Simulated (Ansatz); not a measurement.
The cluster Zn₂Se (the lowest singlet isomer of a short search) was relaxed with PBE0-D4 (def2-TZVP) in Ansatz in these states: neutral quintet, neutral triplet. The geometries follow in no particular order.

A:

```xyz
3

Zn   -0.766   -0.472    1.352
Zn    0.532    1.470   -0.440
Se    0.234   -0.998   -0.912
```

B:

```xyz
3

Zn    0.509   -1.438   -1.002
Zn    0.479    1.641    0.639
Se   -0.987   -0.203    0.363
```

Judge from the bond lengths which geometry belongs to which state (an estimate).

A is the neutral quintet (Zn1–Se3 2.530 Å, Zn2–Se3 2.530 Å); B is the neutral triplet (Zn1–Se3 2.372 Å, Zn2–Se3 2.372 Å).

At PBE0-D4/def2-TZVP a triplet lies 3.36 eV below the neutral quintet. These are the stationary points nearest to one start from a short search; other shapes may lie lower in each state.
